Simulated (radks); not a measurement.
Task: All-electron atom: Rh II in [Kr] 4d8 (the NIST ground configuration). Calculated with a radial shooting solver on a logarithmic mesh with Libxc functionals: scalar-relativistic Kohn-Sham, PBE, spin-polarised, spherical densities, finite nucleus; open shells are filled with parallel spins first (spin-orbit coupling, left out, can overturn this in heavy ions); Fermi nuclear charge, rms radius 4.4945 fm; hard spherical wall at 6 bohr. Some entries of the table are withheld. Estimate them.

| orbital | occ. | eigenvalue (eV) | r(max) (bohr) |
|---|---|---|---|
| 1s down | 1 | -23045.34 | 0.02118 |
| 1s up | 1 | -23045.34 | 0.02118 |
| 2s up | 1 | -3347.397 | 0.1198 |
| 2s down | 1 | -3347.104 | 0.1198 |
| 2p up | 3 | -3000.727 | 0.09576 |
| 2p down | 3 | -3000.507 | 0.09576 |
| 3s up | 1 | -604.2385 | 0.3514 |
| 3s down | 1 | -604.0932 | 0.3515 |
| 3p up | 3 | -490.2724 | 0.3447 |
| 3p down | 3 | -490.1059 | 0.3447 |
| 3d up | 5 | -308.0604 | 0.2914 |
| 3d down | 5 | -307.7967 | 0.2915 |
| 4s up | 1 | -90.5716 | 0.8824 |
| 4s down | 1 | -89.2832 | 0.8811 |
| 4p up | 3 | -58.5754 | 0.9458 |
| 4p down | 3 | -57.2153 | 0.9442 |
| 4d up | 5 | -14.0177 | (1) |
| 4d down | 3 | -12.6940 | (2) |
| 5s up | 0 | -10.6775 | 2.473 |
| 5s down | 0 | -10.0001 | 2.512 |
| 5p up | 0 | -5.2189 | 2.992 |
| 5p down | 0 | -4.7127 | 3.040 |
| 4f up | 0 | 7.0046 | 3.851 |
| 4f down | 0 | 7.3779 | 3.881 |

Result: 
(1) 4d up r(max) (bohr): 1.148
(2) 4d down r(max) (bohr): 1.147
